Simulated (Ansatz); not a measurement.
Relaxation of FGe2H8N (12 atoms, charge 0, multiplicity 1), to a largest force component of 0.03 eV/Å in at most 50 steps.

Computed with Ansatz, RKS PBE/def2-mTZVP.

```xyz
12
Properties=species:S:1:pos:R:3:forces:R:3
Ge 0.449 -0.613 -0.288 0.70 -0.39 0.23
H -0.905 -0.590 2.117 -1.52 0.78 0.37
F 1.390 -0.367 -1.784 -0.01 -0.01 0.00
H 0.224 0.829 0.233 -0.01 -0.01 0.00
Ge -1.429 -1.972 -1.057 -0.01 0.01 0.01
H -2.269 -2.503 0.130 0.00 0.01 0.00
H -2.335 -1.125 -1.981 0.00 0.00 -0.01
H -0.865 -3.172 -1.853 0.00 0.00 0.00
N 1.581 -1.518 0.913 -0.19 0.23 -0.64
H 1.396 -2.497 1.126 0.01 0.08 -0.03
H 1.916 -1.017 1.735 0.00 0.01 -0.04
H -0.288 -0.948 2.075 1.04 -0.70 0.10
```

Question: Where does it end, and by what steps?

Answer: The run converged. After 17 steps the energy has fallen by 0.367 eV; H2 moved furthest, 1.39 Å.

| step | energy less start (eV) | largest force component (eV/Å) | accepted |
| --- | --- | --- | --- |
| 0 | 0.0000 | 1.518 | yes |
| 1 | -0.1524 | 0.292 | yes |
| 2 | -0.2124 | 0.208 | yes |
| 3 | -0.2418 | 0.181 | yes |
| 4 | -0.2595 | 0.132 | yes |
| 5 | -0.2650 | 0.091 | yes |
| 6 | -0.2684 | 0.044 | yes |
| 7 | -0.2679 | 0.230 | no |
| 8 | -0.2708 | 0.069 | yes |
| 9 | -0.2718 | 0.092 | yes |
| 10 | -0.2730 | 0.089 | yes |
| 11 | -0.2758 | 0.101 | yes |
| 12 | -0.2770 | 0.946 | yes |
| 13 | -0.3068 | 0.907 | yes |
| 14 | -0.3516 | 0.395 | yes |
| 15 | -0.3579 | 0.308 | yes |
| 16 | -0.3665 | 0.037 | yes |
| 17 | -0.3673 | 0.013 | yes |

```xyz
12
Properties=species:S:1:pos:R:3
Ge 0.507 -0.611 -0.519
H -1.157 -0.858 3.458
F 1.610 -0.518 -1.932
H 0.259 0.867 -0.122
Ge -1.395 -1.943 -1.257
H -2.497 -1.938 -0.170
H -1.966 -1.357 -2.569
H -0.933 -3.399 -1.506
N 1.326 -1.415 0.928
H 1.604 -2.388 0.788
H 2.126 -0.902 1.307
H -0.620 -1.028 2.958
```

Whether the end is a true minimum wasn't checked by a vibrational analysis.

The run took 25 s on 4 threads of AMD EPYC 7B13 (Zen 3), with other jobs on the host, peak memory 0.23 GiB.
